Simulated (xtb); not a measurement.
C$_{4}$H$_{7}$, doublet, at a GFN2-xTB geometry, atoms displaced at random by about 0.05 Å a coordinate. Base run: GFN2-xTB in xtb.

Here is a job for xtb.
```
$ xtb mol.xyz --gfn 2 --uhf 1 --opt --json

# file mol.xyz
11

C     -0.26751524     0.18110679     1.35381709
C     -0.09972121     0.06357821     0.05997817
H     -0.37850648     1.02502955     1.84506652
H     -0.21238982    -0.79867122     1.99637034
C      0.02189937     1.23478653    -0.73046665
H      0.15540558     1.18739802    -1.85459011
H     -0.03486760     2.10970467    -0.31468044
C      0.16724353    -1.21481686    -0.66955679
H      0.37670333    -2.00328128     0.10954920
H     -0.84117079    -1.60642448    -1.05743195
H      0.94140970    -1.24656778    -1.35405321
```

Variants of this job, named by their change:

```tsv
change	ΔE vs base (kJ/mol)	optimiser steps
base	0.00	8
engine = inertial	0.03	-
opt level = loose	0.02	6
opt level = vtight	0.00	9
opt level = lax	0.00	7
opt level = extreme	0.00	11
alpb = thf	-15.60	8
opt level = tight	0.00	9
opt level = crude	0.27	4
opt level = sloppy	0.08	5
```
